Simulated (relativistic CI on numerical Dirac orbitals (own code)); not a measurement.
## Sensitivity of the levels of Pt I to α and to the nuclear radius

Calculated at this level of theory: Dirac-Coulomb-Breit CI, orbitals from a KLI potential per configuration, valence Slater integrals scaled by 0.85, P86 correlation energy added to each configuration, derivatives by finite differences, QED left out (own radial code, finite nucleus).

Configuration list (outside the closed core [Xe] 4f14): 5d9.6s, 5d8.6s2, 5d10, 5d8.6s.6p, 5d9.6p, 5d9.6d, 5d9.7s, 5d7.6s2.6p. Levels of other configurations are missing.

With x = (α/α₀)² − 1 an excitation energy changes as ω = ω₀ + qx; K = 2q/ω₀ is the relative enhancement. Terms are leading LS components, so labels can repeat. The field-shift factor is F = δν/δ⟨r²⟩ for the transition from the lowest level.

Lowest level 5d9.6s 3D_3.

| Level | ω₀ (cm⁻¹) | q (cm⁻¹) | F (GHz/fm²) |
| --- | --- | --- | --- |
| 5d9.6s 3D_2 | 1566.5 | -4446 | 7.65 |
| 5d8.6s2 3F_4 | 3958.2 | -32230 | 50.8 |
| 5d10 1S_0 | 5917.6 | 22580 | -34.1 |
| 5d9.6s 3D_2 | 7938.4 | -10440 | 24.7 |
| 5d9.6s 3D_1 | 9452.1 | 8381 | 1.55 |
| 5d8.6s2 3F_3 | 12555.6 | -24340 | 52.5 |
| 5d9.6s 1D_2 | 15656.7 | -8745 | 22.6 |
| 5d8.6s2 3P_2 | 18673.7 | -24150 | 52.9 |
| 5d8.6s2 3P_0 | 21552.4 | -25180 | 46.5 |
| 5d8.6s2 3P_1 | 22871.9 | -24760 | 53.2 |
| 5d8.6s.6p 5D°_4 | 24897.7 | -22120 | 13.5 |
| 5d8.6s2 1G_4 | 25044.6 | -25600 | 53.3 |
| 5d9.6p 3P°_2 | 27413.9 | -460.3 | -16.5 |

Correlation outside the listed configurations is missing or only estimated: errors of thousands of cm⁻¹ between configurations and terms are usual at this charge. Rates and lifetimes follow the computed energies and can be off by large factors. The fine structure of a lone outer electron comes out too small, for d and f at times inverted, and misplaced configurations move strength between like terms.

**Question.** Which transition from the lowest level has the largest |K|?

**Answer.** 5d8.6s2 3F_4 at 3958.2 cm⁻¹, K = -16.3.
